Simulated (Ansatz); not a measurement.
Ansatz (an electronic-structure program) input (B3LYP/6-31G* with LANL2DZ past Ar): The .json file joins the Basis Set Exchange's 6-31G* for atoms up to Ar and LANL2DZ past it.

Ansatz 0.2 input:
```yaml
crystal:
  periodic: [false, false, false]
  atoms:
    - {symbol: C, position_ang: [-2.86880800, -0.38632700, 0.39700100]}
    - {symbol: C, position_ang: [-1.38422100, -0.25469200, 0.73714300]}
    - {symbol: O, position_ang: [-0.64772500, -0.02428400, -0.41325500]}
    - {symbol: Ge, position_ang: [1.25170500, 0.18159500, -0.27736300]}
    - {symbol: H, position_ang: [-3.22771800, 0.52807700, -0.08323000]}
    - {symbol: H, position_ang: [-3.02335500, -1.21348900, -0.30120600]}
    - {symbol: H, position_ang: [-3.47081600, -0.56936200, 1.29498700]}
    - {symbol: H, position_ang: [-1.04970500, -1.17334300, 1.25457900]}
    - {symbol: H, position_ang: [-1.25332200, 0.56186500, 1.47175900]}
    - {symbol: H, position_ang: [1.46981100, -1.09964100, 0.72633700]}
    - {symbol: H, position_ang: [1.20052200, 1.19522100, 1.01356400]}
basis:
  gaussian:
    orbitals: 6-31Gs+LANL2DZ.json
hamiltonian:
  xc: {name: B3LYP}
total_charge: -1
relax: {f_tol: 0.003, max_steps: 120}
```

Output:

```
Functional definition: B3LYP
integrals: 0.02 GiB planned
849 factors; integrals over basis functions are off by at most 3.8e-4 eV
mean field: 0.21 GiB planned
mean field evaluation 1: about -4336.7516 eV, gradient 2.5e1 eV
mean field evaluation 2: about -4336.6920 eV, gradient 2.7e1 eV
mean field evaluation 4: about -4338.2217 eV, gradient 2.2e0 eV
mean field evaluation 8: about -4338.2262 eV, gradient 7.0e-2 eV
mean field evaluation 16: about -4338.2262 eV, gradient 1.8e-5 eV
mean field -4338.22617280 eV, -159.4268712951 hartree, gradient 1.8e-5 eV, S^2 0.000000; 0 other end points of the search recorded, 0 dependent functions left out
the calculation of the forces begins
reference -4338.22640827 eV, -159.4268799483 hartree; 16, 16 occupied and 51, 51 virtual orbitals, 849 factors
relax step   1: F+E_penalty+E_count = -4338.22617280 eV  Δ(F+E_penalty+E_count) = +0.000e0 eV  max|allowed force component| = 2.789e-1 eV/Å  Δτ_max = 0.0000 Å  (26 SCF iters, accepted)
these checks for a lower state are left out or cut short: starts, cluster_reference, orbital_swaps, neighbouring_geometries, increment
integrals: 0.02 GiB planned
849 factors; integrals over basis functions are off by at most 3.9e-4 eV
mean field: 0.21 GiB planned
mean field -4338.23078655 eV, -159.4270408471 hartree, gradient 2.4e-5 eV, S^2 0.000000; 0 other end points of the search recorded, 0 dependent functions left out
the calculation of the forces begins
reference -4338.23102125 eV, -159.4270494724 hartree; 16, 16 occupied and 51, 51 virtual orbitals, 849 factors
relax step   2: F+E_penalty+E_count = -4338.23078655 eV  Δ(F+E_penalty+E_count) = -4.614e-3 eV  max|allowed force component| = 2.299e-1 eV/Å  Δτ_max = 0.0542 Å  (27 SCF iters, accepted)
these checks for a lower state are left out or cut short: starts, cluster_reference, orbital_swaps, neighbouring_geometries, increment
integrals: 0.02 GiB planned
849 factors; integrals over basis functions are off by at most 3.9e-4 eV
mean field: 0.21 GiB planned
mean field evaluation 32: about -4338.2355 eV, gradient 2.5e-5 eV
mean field -4338.23552360 eV, -159.4272149306 hartree, gradient 2.5e-5 eV, S^2 0.000000; 0 other end points of the search recorded, 0 dependent functions left out
the calculation of the forces begins
reference -4338.23575869 eV, -159.4272235701 hartree; 16, 16 occupied and 51, 51 virtual orbitals, 849 factors
relax step   3: F+E_penalty+E_count = -4338.23552360 eV  Δ(F+E_penalty+E_count) = -4.737e-3 eV  max|allowed force component| = 5.854e-2 eV/Å  Δτ_max = 0.0207 Å  (28 SCF iters, accepted)
these checks for a lower state are left out or cut short: starts, cluster_reference, orbital_swaps, neighbouring_geometries, increment
integrals: 0.02 GiB planned
849 factors; integrals over basis functions are off by at most 3.9e-4 eV
mean field: 0.21 GiB planned
mean field -4338.23571464 eV, -159.4272219511 hartree, gradient 1.6e-5 eV, S^2 0.000000; 0 other end points of the search recorded, 0 dependent functions left out
the calculation of the forces begins
reference -4338.23594979 eV, -159.4272305928 hartree; 16, 16 occupied and 51, 51 virtual orbitals, 849 factors
relax step   4: F+E_penalty+E_count = -4338.23571464 eV  Δ(F+E_penalty+E_count) = -1.910e-4 eV  max|allowed force component| = 3.317e-2 eV/Å  Δτ_max = 0.0031 Å  (22 SCF iters, accepted)
these checks for a lower state are left out or cut short: starts, cluster_reference, orbital_swaps, neighbouring_geometries, increment
integrals: 0.02 GiB planned
849 factors; integrals over basis functions are off by at most 3.9e-4 eV
mean field: 0.21 GiB planned
mean field -4338.23579487 eV, -159.4272248995 hartree, gradient 7.9e-6 eV, S^2 0.000000; 0 other end points of the search recorded, 0 dependent functions left out
the calculation of the forces begins
reference -4338.23603000 eV, -159.4272335407 hartree; 16, 16 occupied and 51, 51 virtual orbitals, 849 factors
relax step   5: F+E_penalty+E_count = -4338.23579487 eV  Δ(F+E_penalty+E_count) = -8.023e-5 eV  max|allowed force component| = 1.110e-2 eV/Å  Δτ_max = 0.0053 Å  (23 SCF iters, accepted)
these checks for a lower state are left out or cut short: starts, cluster_reference, orbital_swaps, neighbouring_geometries, increment
integrals: 0.02 GiB planned
849 factors; integrals over basis functions are off by at most 3.9e-4 eV
mean field: 0.21 GiB planned
mean field -4338.23580135 eV, -159.4272251377 hartree, gradient 2.2e-5 eV, S^2 0.000000; 0 other end points of the search recorded, 0 dependent functions left out
the calculation of the forces begins
reference -4338.23603646 eV, -159.4272337780 hartree; 16, 16 occupied and 51, 51 virtual orbitals, 849 factors
relax step   6: F+E_penalty+E_count = -4338.23580135 eV  Δ(F+E_penalty+E_count) = -6.483e-6 eV  max|allowed force component| = 4.067e-3 eV/Å  Δτ_max = 0.0012 Å  (19 SCF iters, accepted)
these checks for a lower state are left out or cut short: starts, cluster_reference, orbital_swaps, neighbouring_geometries, increment
integrals: 0.02 GiB planned
849 factors; integrals over basis functions are off by at most 3.9e-4 eV
mean field: 0.21 GiB planned
mean field -4338.23580169 eV, -159.4272251502 hartree, gradient 2.6e-5 eV, S^2 0.000000; 0 other end points of the search recorded, 0 dependent functions left out
the calculation of the forces begins
reference -4338.23603679 eV, -159.4272337900 hartree; 16, 16 occupied and 51, 51 virtual orbitals, 849 factors
relax step   7: F+E_penalty+E_count = -4338.23580169 eV  Δ(F+E_penalty+E_count) = -3.391e-7 eV  max|allowed force component| = 3.783e-3 eV/Å  Δτ_max = 0.0005 Å  (18 SCF iters, accepted)
these checks for a lower state are left out or cut short: starts, cluster_reference, orbital_swaps, neighbouring_geometries, increment
integrals: 0.02 GiB planned
849 factors; integrals over basis functions are off by at most 3.9e-4 eV
mean field: 0.21 GiB planned
mean field -4338.23580204 eV, -159.4272251630 hartree, gradient 7.9e-6 eV, S^2 0.000000; 0 other end points of the search recorded, 0 dependent functions left out
the calculation of the forces begins
reference -4338.23603714 eV, -159.4272338030 hartree; 16, 16 occupied and 51, 51 virtual orbitals, 849 factors
relax step   8: F+E_penalty+E_count = -4338.23580204 eV  Δ(F+E_penalty+E_count) = -3.476e-7 eV  max|allowed force component| = 1.982e-4 eV/Å  Δτ_max = 0.0001 Å  (17 SCF iters, accepted)
integrals: 0.02 GiB planned
849 factors; integrals over basis functions are off by at most 3.9e-4 eV
mean field: 0.21 GiB planned
mean field evaluation 64: about -4336.7881 eV, gradient 2.5e1 eV
mean field -4338.23580204 eV, -159.4272251630 hartree, gradient 7.9e-6 eV, S^2 0.000000; 1 other end points of the search recorded, 0 dependent functions left out
the calculation of the forces begins
reference -4338.23603714 eV, -159.4272338030 hartree; 16, 16 occupied and 51, 51 virtual orbitals, 849 factors
Total energy: -4338.23603714 eV, -159.4272338030 hartree
Atom 0 at    -2.875682    -0.386919     0.395289 Å, force     0.000198     0.000029    -0.000049 eV/Å
Atom 1 at    -1.385361    -0.255279     0.740767 Å, force    -0.000148     0.000007    -0.000191 eV/Å
Atom 2 at    -0.654806    -0.025084    -0.413503 Å, force    -0.000070    -0.000014     0.000050 eV/Å
Atom 3 at     1.245742     0.181651    -0.283398 Å, force    -0.000026    -0.000006     0.000028 eV/Å
Atom 4 at    -3.233352     0.530133    -0.089888 Å, force     0.000036    -0.000024     0.000037 eV/Å
Atom 5 at    -3.028559    -1.215092    -0.308322 Å, force     0.000031     0.000022     0.000043 eV/Å
Atom 6 at    -3.489233    -0.570964     1.290524 Å, force    -0.000118    -0.000017     0.000029 eV/Å
Atom 7 at    -1.061115    -1.178596     1.267958 Å, force     0.000058    -0.000053     0.000024 eV/Å
Atom 8 at    -1.265242     0.560963     1.485683 Å, force     0.000045     0.000057     0.000037 eV/Å
Atom 9 at     1.508330    -1.109489     0.722180 Å, force    -0.000006     0.000028     0.000000 eV/Å
Atom 10 at     1.235647     1.214298     1.013027 Å, force     0.000001    -0.000027    -0.000007 eV/Å
Dipole moment:    -0.604878    -0.092703     0.173567 e Å
```

The dipole moment of an ion depends on the origin.

The geometry given is a B3LYP-D3(BJ)/def2-TZVP minimum.
